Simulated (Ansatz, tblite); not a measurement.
Removing and adding an electron: PbS₂ (the lowest singlet isomer of a short search). The state is a singlet with charge 0. Geometry: PBE-D4/def2-TZVP. Ansatz, gas phase; energy differences of separate SCF runs; the oxidised species was run as a doublet alone; the reduced species was run as a doublet alone.

```xyz
3

Pb    0.471    1.408   -0.277
S    -1.199   -0.470   -0.307
S     0.728   -0.939    0.584
```

In the def2 sets Pb takes a core potential; there is no spin–orbit coupling. The xTB rows come from tblite. Correlated methods freeze 14 core orbitals; core or outer-core shells of Pb are correlated, in sets that lack core-valence functions. The structure comes from a short search, and lower isomers may exist.

```
               level  −HOMO (eV)  vertical IE (eV)  −LUMO (eV)  vertical EA (eV)  HOMO–LUMO gap (eV)  IE − EA (eV)                       remarks
            GFN1-xTB        8.56             12.49        6.86              3.51                1.70          8.98                             –
            GFN2-xTB        9.36             12.51        8.14              5.05                1.22          7.46                             –
       HF/def2-TZVPD           –                 –           –              0.95                   –             –                             –
       HF/def2-TZVPP           –              6.86           –                 –                   –             –                             –
    PBE-D4/def2-TZVP        4.59              7.55        3.52                 –                1.08             –                             –
   PBE-D4/def2-TZVPD        4.67                 –        3.58              1.17                1.10             –  HOMO above zero (-1 doublet)
 r2SCAN-D4/def2-TZVP        4.79              7.60        3.39                 –                1.40             –                             –
r2SCAN-D4/def2-TZVPD        4.84                 –        3.43              1.31                1.42             –  HOMO above zero (-1 doublet)
   PBE0-D4/def2-TZVP        5.68              7.63        2.88                 –                2.80             –                             –
  PBE0-D4/def2-TZVPD        5.74                 –        2.93              1.28                2.81             –  HOMO above zero (-1 doublet)
      MP2/def2-TZVPD           –                 –           –              1.17                   –             –                             –
      MP2/def2-TZVPP           –              7.61           –                 –                   –             –                             –
     CCSD/def2-TZVPD           –                 –           –              1.20                   –             –                             –
     CCSD/def2-TZVPP           –              7.56           –                 –                   –             –                             –
  CCSD(T)/def2-TZVPD           –                 –           –              1.18                   –             –                             –
  CCSD(T)/def2-TZVPP           –              7.58           –                 –                   –             –                             –
```

   A HOMO above zero means that the electron is unbound at that level or that self-interaction error raises the level; the energy of removing that electron tells which. Raw xTB energy differences between charge states are shifted by several eV; the methods need an empirical correction for them.
